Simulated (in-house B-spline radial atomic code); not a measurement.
A run on an ion of nuclear charge 4 with 2.51 electrons that did not converge. Method: non-relativistic r2SCAN0, spin-polarised, spherical fractional occupations, point nucleus; computed with an all-electron radial atomic-structure program (B-spline basis).

Command:
```bash
python run_scf.py task.json out
```
Settings:
```
Z                4
configuration    [He] 2s0.51
hamiltonian      nr
method           r2scan0
spin_polarised   True
```

First and last ten iterations of the last attempt (damped for 15 steps, keeping 80 % of the old Fock matrix, then DIIS):
```
 iter        energy (Eh)    residual
    1         -14.018961    1.11e-02
    2         -14.019944    4.83e-04
    3         -14.019946    3.98e-04
    4         -14.019948    3.28e-04
    5         -14.019949    2.70e-04
    6         -14.019950    2.22e-04
    7         -14.019950    1.83e-04
    8         -14.019951    1.51e-04
    9         -14.019951    1.24e-04
   10         -14.019951    1.03e-04
  111         -14.019951    1.61e-07
  112         -14.019951    8.98e-07
  113         -14.019951    9.42e-07
  114         -14.019951    7.57e-07
  115         -14.019951    1.55e-07
  116         -14.019951    7.46e-07
  117         -14.019951    1.56e-07
  118         -14.019951    1.57e-07
  119         -14.019951    1.57e-07
  120         -14.019951    1.58e-07
 not converged after 120 iterations
```

The smallest residual met was 1.5e-07; the threshold is about 1e-07. Over the last five steps the energy moves by less than 1e-08 hartree, but the orbitals didn't meet the threshold. Time taken, with all properties: 0.6 s on 1 thread of Arm Neoverse V2, with other jobs on the host.
